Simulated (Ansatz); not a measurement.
Br$_{2}$Zn, triplet, geometry from GFN2-xTB (such geometries of metal compounds can be far from the true shape) (a higher spin typed on purpose: for a closed-shell molecule this is an excited state); HF/6-31G in Ansatz (an electronic-structure program).

Ansatz was given this input:
Ansatz 0.2 input:
```yaml
crystal:
  periodic: [false, false, false]
  atoms:
    - {symbol: Zn, position_ang: [-0.65103938, -0.87546759, -1.10303552]}
    - {symbol: Br, position_ang: [0.14629806, 1.61838306, -0.43563739]}
    - {symbol: Br, position_ang: [0.41173569, -0.86798227, 1.38109641]}
basis:
  gaussian:
    orbitals: 6-31G
hamiltonian:
  xc: hf
magnetization: {spin_polarized: true, initial_magnetization: 2}
```

Predict the main parts of the log of this Ansatz run.


```
Functional definition: HF
810 factors; integrals over basis functions are off by at most 7.1e-4 eV
mean field evaluation 1: about -188345.9743 eV, gradient 7.2e0 eV
mean field evaluation 2: about -188345.9908 eV, gradient 7.2e0 eV
mean field evaluation 4: about -188346.7025 eV, gradient 1.7e0 eV
mean field evaluation 8: about -188346.7559 eV, gradient 1.4e-3 eV
mean field evaluation 16: about -188346.5956 eV, gradient 1.1e0 eV
mean field evaluation 32: about -188343.7283 eV, gradient 9.6e0 eV
mean field evaluation 64: about -188345.5747 eV, gradient 8.1e-1 eV
mean field -188346.75586450 eV, -6921.6156120038 hartree, gradient 3.0e-5 eV, S^2 2.019674; 0 other end points of the search recorded, 0 dependent functions left out
reference -188346.75586450 eV, -6921.6156120038 hartree; 51, 49 occupied and 36, 38 virtual orbitals, 810 factors
Total energy: -188346.75586450 eV, -6921.6156120038 hartree
```
